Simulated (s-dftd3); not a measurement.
Ga, charge +1, singlet; s-dftd3 1.4.0 with D3(bjm) for pbe.

Here is a job for s-dftd3.
```
$ s-dftd3 mol.xyz --bjm pbe --json dftd3.json --noedisp --grad

# file mol.xyz
1

Ga     0.00000000     0.00000000     0.00000000
```

Task: What does s-dftd3 print? Leave out banner, timings and long lists.

Result: 
```
-----------------------------------
 s i m p l e   D F T - D 3  v1.4.0
-----------------------------------

Rational (Becke-Johnson) damping: pbe-D3(BJ)
---------------------
  s6         1.0000
  s8         0.3589
  s9         0.0000
  a1         0.0121
  a2         5.9390
 alp        14.0000
--------------------

Dispersion energy:       0.0000000000000E+00 Eh

Gradient norm:           0.0000000000000E+00 Eh/a0
--------------------------------------------------
     #    Z           dE/dx      dE/dy      dE/dz
--------------------------------------------------
     1   31 Ga    0.000E+00  0.000E+00  0.000E+00
--------------------------------------------------

Virial:
--------------------------------------------------
      component           x          y          z
--------------------------------------------------
          x       0.000E+00  0.000E+00  0.000E+00
          y       0.000E+00  0.000E+00  0.000E+00
          z       0.000E+00  0.000E+00  0.000E+00
--------------------------------------------------

[Info] JSON dump of results written to 'dftd3.json'
```
